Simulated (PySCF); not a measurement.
Geometry:
```csv
atom,x (Å),y (Å),z (Å)
Si1,0.001,0.000,0.000
F2,0.000,-0.001,1.676
F3,0.006,0.002,-1.675
F4,1.651,0.007,0.002
F5,-0.835,1.422,0.000
F6,-0.823,-1.430,-0.003
```

Total charge -1.

Geometry: PBE0-D3(BJ)/def2-SVP; GIAO absolute shieldings from PySCF 2.14, gas phase, non-relativistic, averaged over equivalent atoms.

At wB97X-D/pcSseg-1 (109 basis functions, 7.6 s wall time on 1 thread of an Arm Neoverse V1, shared host):
```csv
atoms,σ (ppm)
Si1,485.7
F2/F3/F4/F5/F6,328.9
```

**Question.** Estimate the result of repeating the calculation with PBE0/pcSseg-1.

**Answer.** 
```csv
atoms,σ at PBE0/pcSseg-1,change
Si1,484.5,-1.2
F2/F3/F4/F5/F6,325.0,-3.9
```

The largest change is at F2/F3/F4/F5/F6 (fluorine bonded to Si). Cost: 109 basis functions, 5.8 s wall time on 1 thread of an Arm Neoverse V1, shared host.
